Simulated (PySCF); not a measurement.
# Structure from NMR data

An unknown has the formula C$_{7}$H$_{4}$ClFO. Its calculated NMR data are:

¹H NMR (400 MHz, computed): δ 8.12 (m, 1H), 7.82 (m, 1H), 7.41 (m, 1H), 7.36 (m, 1H).

¹³C{¹H} NMR (computed): δ 178.7 (C), 172.4 (C), 143.1 (CH), 140.9 (CH), 130.7 (C), 129.3 (CH), 123.5 (CH).

Theoretical values (PySCF 2.14.0 with density-fitted response routines): coordinates at the PBE0-D3(BJ)/def2-TZVP level, B97-2/pcSseg-2 with gauge-including orbitals. Single conformer, gas phase, non-relativistic Hamiltonian.

Scale: ¹H (σref 31.64) and ¹³C (σref 185.38) vs TMS (reference shieldings calculated alike).

Question: Which candidate is it?
A. O=C(Cl)c1ccccc1F
B. O=C(F)c1ccc(Cl)cc1
C. O=C(Cl)c1ccc(F)cc1

Answer: A. 

1. Rings plus π bonds: 5 (1 ring in the answer).
2. 7 carbon signals for 7 carbons: no two carbons are equivalent.
3. Carbon types of the structure: 3 × C, 4 × CH, which accounts for all hydrogens.
4. δC 178.7: carbonyl carbon.
5. δC 172.4: aromatic carbon bearing fluorine; σ withdrawal by the attached heteroatom moves it downfield of the ring CH carbons.
6. δC 143.1, 140.9, 129.3, 123.5: aromatic CH.
7. δC 130.7: substituted aromatic carbon.
8. δH 8.12, 7.82, 7.41, 7.36: hydrogen on an aromatic CH.

The others: O=C(Cl)c1ccc(F)cc1 would give 5 carbon signals, not 7; O=C(F)c1ccc(Cl)cc1 would give 5 carbon signals, not 7.

Carbons that carry Cl, above all several Cl atoms, come out too deshielded, partly because spin–orbit coupling is missing. Splittings by ¹⁹F in the carbon and heteronuclear signals aren't shown, as no couplings were computed. Shifts are as computed. Against solution values, carbons near 30 ppm lie about +3 ppm off and those near 130 ppm about +7 ppm; carbons on Cl a further +5 ppm. Of 1309 compounds with measured shifts, 239 miss one by over three times the rms of a fit or turn the order of signals round; such compounds aren't used in these exercises. No couplings were computed; multiplicities are counted from neighbouring protons, with m where these are inequivalent, close in shift, in a saturated or five-membered ring or joined by F or P, and br s for small geminal =CH2 splittings.
